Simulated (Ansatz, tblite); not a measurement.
Cost and result up the ladder for [GeMe3]- (C₃H₉Ge⁻) (13 atoms). Charge -1, multiplicity 1. Geometry: B3LYP-D4/def2-SVPD.

```tsv
atom	x (Å)	y (Å)	z (Å)
Ge1	0.315	-1.068	0.289
C2	1.040	-0.141	-1.412
H3	2.140	-0.067	-1.386
H4	0.632	0.884	-1.515
H5	0.765	-0.707	-2.319
C6	0.671	0.546	1.532
H7	0.290	1.486	1.087
H8	1.752	0.673	1.717
H9	0.179	0.410	2.510
C10	-1.660	-0.575	-0.074
H11	-2.284	-0.759	0.818
H12	-2.075	-1.177	-0.901
H13	-1.763	0.494	-0.346
```

Ansatz on 2 threads of Arm Neoverse V1 on a shared host; xTB runs through tblite on one thread. Times are rough, summed over both states, and most runs start from the orbitals of an earlier one. B2PLYP/def2-TZVPD serves as the yardstick here, not as an exact answer. The other state is a doublet.

The xTB rows come from tblite. LC-ωPBE has ω = 0.4 bohr⁻¹. HSE06 is defined as in plane-wave codes, on full-range PBE exchange. Correlated methods freeze 12 core orbitals; core or outer-core shells of Ge are correlated, in sets that lack core-valence functions.

Raw xTB energies of ions are shifted by several eV.

| level | functions | vertical IE (eV) | difference from B2PLYP/def2-TZVPD (eV) | remarks |
| --- | --- | --- | --- | --- |
| ωB97M-V/def2-TZVPD | 246 | 1.78 | 0.04 | – |
| HSE06-D4/def2-TZVPD | 246 | 1.70 | -0.04 | HOMO above zero (-1 singlet) |
| B2PLYP/def2-TZVPD (with forces) | 246 | 1.74 | 0.00 | – |
| LC-ωPBE/def2-TZVPD | 246 | 1.68 | -0.07 | – |
| r2SCAN-D4/def2-TZVPD | 246 | 1.67 | -0.07 | HOMO above zero (-1 singlet) |
| PBE-D4/def2-TZVPD (with forces) | 246 | 1.75 | 0.00 | HOMO above zero (-1 singlet) |
| r2SCAN0-D4/def2-TZVPD | 246 | 1.67 | -0.07 | – |
| GFN2-xTB | 30 | 6.32 | 4.58 | – |
| PBE0-D4/def2-TZVPD | 246 | 1.71 | -0.03 | HOMO above zero (-1 singlet) |

Question: Estimate how long each takes.

Answer: GFN2-xTB 0.006 s; PBE-D4/def2-TZVPD (with forces) 15 s; LC-ωPBE/def2-TZVPD 18 s; PBE0-D4/def2-TZVPD 22 s; HSE06-D4/def2-TZVPD 23 s; r2SCAN-D4/def2-TZVPD 27 s; r2SCAN0-D4/def2-TZVPD 34 s; B2PLYP/def2-TZVPD (with forces) 52 s; ωB97M-V/def2-TZVPD 62 s. On shared hardware such times vary by a factor of up to 3.
